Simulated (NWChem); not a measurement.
System: C₂H₅O₂ cation; SMILES COC=[OH+]

Output (shortened):

```
             Northwest Computational Chemistry Package (NWChem) 7.3.0
             --------------------------------------------------------

                             Geometry "geometry" -> ""
                             -------------------------

 Output coordinates in angstroms (scale by  1.889725989 to convert to a.u.)

  No.       Tag          Charge          X              Y              Z
 ---- ---------------- ---------- -------------- -------------- --------------
    1 C                    6.0000     0.50692000    -1.44167300    -0.00131500
    2 O                    8.0000    -0.67004800    -0.54399700    -0.00092500
    3 C                    6.0000    -0.58453600     0.71799800    -0.00030700
    4 O                    8.0000     0.47905700     1.43380400     0.00055700
    5 H                    1.0000     1.07917500    -1.27278200     0.91359400
    6 H                    1.0000     0.07602700    -2.43988100    -0.00676800
    7 H                    1.0000     1.08489700    -1.26545700    -0.91125500
    8 H                    1.0000    -1.52223300     1.27177600    -0.00048400
    9 H                    1.0000     1.33355800     0.95148300     0.00100100

 Effective nuclear repulsion energy (a.u.)     129.7243017651

                                 NWChem DFT Module
                                 -----------------

 Summary of "ao basis" -> "ao basis" (spherical)
 ------------------------------------------------------------------------------
       Tag                 Description            Shells   Functions and Types
 ---------------- ------------------------------  ------  ---------------------
 C                          def2-svp                 6       14   3s2p1d
 O                          def2-svp                 6       14   3s2p1d
 H                          def2-svp                 3        5   2s1p

 in cosmo_initialize ...
 calling solv_data for solv:h2o

 solvent parameters
 solvname_short: h2o
 solvname_long:  water
 dielec:       78.4000
 dielecinf:     1.7769
 aqueous SMD model solvent descriptors
 dielec:       78.4000
 sola:          0.8200

          ---------------
          -cosmo- solvent
          ---------------
 Cosmo: York-Karplus, doi: 10.1021/jp992097l
 dielectric constant -eps-     =  78.40
 screen = (eps-1)/(eps    )    =   0.98724
 surface charge correction     = lagrangian

   van der Waals surface
 --------------------------

[...]

                                COSMO-SMD solvation results
                                ---------------------------

             internal energy in gas <Psi(g)|H|Psi(g)> =      -228.943542830663
         internal energy in solvent <Psi(s)|H|Psi(s)> =      -228.941481039863
                               delta internal energy  =         0.002061790799 (    1.29 kcal/mol)
   total free energy in solvent <Psi(s)|H+V/2|Psi(s)> =      -229.061231781430
 polarization energy contribution <Psi(s)|V/2|Psi(s)> =        -0.119750741567 (  -75.14 kcal/mol)
    total free energy in solvent including G(SMD-CDS) =      -229.052976945077
                       G(SMD-CDS) energy contribution =         0.008254836353 (    5.18 kcal/mol)
     1 M fixed-concentration free energy of solvation =        -0.109434114415 (  -68.67 kcal/mol)

                       DFT Final Molecular Orbital Analysis
                       ------------------------------------

 Vector   14  Occ=2.000000D+00  E=-4.715342D-01
              MO Center=  8.1D-02,  1.2D+00, -6.5D-04, r^2= 1.8D+00
   Bfn.  Coefficient  Atom+Function         Bfn.  Coefficient  Atom+Function
  ----- ------------  ---------------      ----- ------------  ---------------
    47      0.468658  4 O  py                50      0.297923  4 O  py
    72     -0.232523  8 H  s                 45      0.215210  4 O  s
    77     -0.215152  9 H  s                 44      0.197765  4 O  s
    19      0.195394  2 O  py                33     -0.167734  3 C  py
    30     -0.151504  3 C  s                 46     -0.150534  4 O  px

 Vector   15  Occ=2.000000D+00  E=-4.131296D-01
              MO Center= -3.0D-02, -1.0D+00, -3.6D-03, r^2= 2.1D+00
   Bfn.  Coefficient  Atom+Function         Bfn.  Coefficient  Atom+Function
  ----- ------------  ---------------      ----- ------------  ---------------
    18      0.385164  2 O  px                 4     -0.300124  1 C  px
    21      0.270840  2 O  px                62      0.264117  6 H  s
     5     -0.189667  1 C  py                67     -0.162156  7 H  s
    57     -0.158495  5 H  s                 19      0.148827  2 O  py
    47      0.140038  4 O  py                16     -0.126430  2 O  s

 Vector   16  Occ=2.000000D+00  E=-4.000051D-01
              MO Center=  1.7D-01, -3.8D-01,  1.4D-03, r^2= 2.4D+00
   Bfn.  Coefficient  Atom+Function         Bfn.  Coefficient  Atom+Function
  ----- ------------  ---------------      ----- ------------  ---------------
    20      0.421361  2 O  pz                48     -0.321560  4 O  pz
    23      0.300576  2 O  pz                 6     -0.285512  1 C  pz
    51     -0.239792  4 O  pz                57     -0.222976  5 H  s
    67      0.220838  7 H  s                  9     -0.109474  1 C  pz
    34      0.098811  3 C  pz                58     -0.087545  5 H  s

 Vector   17  Occ=0.000000D+00  E=-7.022940D-02
              MO Center= -4.4D-01,  6.1D-01, -1.8D-04, r^2= 1.6D+00
   Bfn.  Coefficient  Atom+Function         Bfn.  Coefficient  Atom+Function
  ----- ------------  ---------------      ----- ------------  ---------------
    34      0.613000  3 C  pz                37      0.523867  3 C  pz
    20     -0.329056  2 O  pz                23     -0.319703  2 O  pz
    48     -0.317418  4 O  pz                51     -0.318477  4 O  pz
    58      0.103317  5 H  s                 68     -0.102558  7 H  s
     9     -0.091070  1 C  pz                57      0.075150  5 H  s

[...]
```

Level: PBE0/def2-SVP, SMD on the gas-phase geometry. All runs use the structure optimised with B3LYP/6-31G* (spherical d). Solvent: water.

**Question.** Reconstruct the input file.

**Answer.** This is not unique; one that fits is the input that was run:
```
start job
memory heap 200 mb stack 900 mb global 1100 mb
charge 1
geometry units angstroms noautosym nocenter noautoz
  C      0.506920    -1.441673    -0.001315
  O     -0.670048    -0.543997    -0.000925
  C     -0.584536     0.717998    -0.000307
  O      0.479057     1.433804     0.000557
  H      1.079175    -1.272782     0.913594
  H      0.076027    -2.439881    -0.006768
  H      1.084897    -1.265457    -0.911255
  H     -1.522233     1.271776    -0.000484
  H      1.333558     0.951483     0.001001
end
basis spherical
  * library def2-svp
end
dft
  xc pbe0
  iterations 150
end
cosmo
  do_cosmo_smd true
  solvent water
end
task dft energy
```
